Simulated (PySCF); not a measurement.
GaF2, SMILES [Ga+]([F])[F], charge +1. The structure is a stationary point at B3LYP-D3(BJ)/def2-TZVP. The multiplicity is an assumed one; other spin states were not compared. The isomer is the one that the SMILES or the coordinates give; other isomers of the formula were not compared.

Computed equilibrium geometry at B3LYP-D3(BJ)/def2-TZVP (PySCF confirms it by a frequency run) as bond lengths and angles, and its point group:
point group D∞h.
Atoms: Ga1 F2 F3. Bonded distances (Å): Ga1–F2 1.670, Ga1–F3 1.670. Angles (°): F2–Ga1–F3 180.0.
Charge +1, spin multiplicity 1.
